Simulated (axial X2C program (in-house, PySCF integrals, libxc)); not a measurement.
**Low determinants of RuB at the PBE0 level, two-component**

Calculated with an in-house all-electron X2C program for linear molecules (integrals from PySCF). Two-component (2c) means X2C with spin–orbit coupling and atomic mean-field two-electron Coulomb and Gaunt terms. Basis: Ru dyall-cv3z [12s12p8d5f3g], B dyall-v3z [7s6p2d1f] (cores contracted in-house); Gaussian nuclei, density fitting, unrestricted open shells. Masses: Ru 101.904 u, B 11.009 u.

Search at 1.694 Å (vertical energies from the lowest determinant):

| ΔE (eV) | state | electrons beyond evenly filled partner blocks | electrons in ±ω = 1/2, 3/2, 5/2, 7/2 |
| --- | --- | --- | --- |
| 0.00 | Ω = 5/2 | ω = 5/2 | 32 14 3 0 |
| 0.22 | Ω = 3/2 | ω = 3/2 | 32 13 4 0 |
| 0.51 | Ω = 3/2 | ω = 1/2, ω = -3/2, ω = 5/2 | 33 13 3 0 |
| 0.90 | Ω = 1/2 | ω = -1/2, ω = -3/2, ω = 5/2 | 33 13 3 0 |
| 1.13 | Ω = 7/2 | 2 × ω = 1/2, ω = 5/2 | 32 14 3 0 |
| 1.36 | Ω = 1/2 | 2 × ω = -1/2, ω = 3/2 | 32 13 4 0 |
| 1.48 | Ω = 1/2 | ω = 1/2 | 33 14 2 0 |

Lowest determinant, Ω = 5/2 (⟨Sz⟩ = 0.50, ⟨Lz⟩ = 2.00 at PBE0): Re = 1.692 Å, ωe = 951.8 cm⁻¹.

The determinant in row 2 of the search, Ω = 3/2 (⟨Sz⟩ = -0.50, ⟨Lz⟩ = 2.00 at PBE0), was followed along the bond at PBE0; measured from the minimum of the lowest determinant it gives:

Te = 0.220 eV (1774 cm⁻¹), Re = 1.692 Å, ωe = 951.9 cm⁻¹.

Compare the bond of the determinant in row 2 with that of the lowest one.

At PBE0 its Re is the same within 0.001 Å and its force constant, which goes as ωe², is 1.00 times that of the lowest determinant. T0 ≈ Te + Δωe/2 = 1774 + (0) = 1774 cm⁻¹.

The search compares states at one distance, so a state with another bond length can lie lower; it is not exhaustive and yields mostly the lowest determinant of each block pattern, so other components and higher states of one pattern are missing. These are energies of single determinants, not of spin-adapted states; PBE0 term energies can be off by some tenths of an eV, and the functional has no current term. The lowest determinant need not be the ground state where others lie within half an eV.
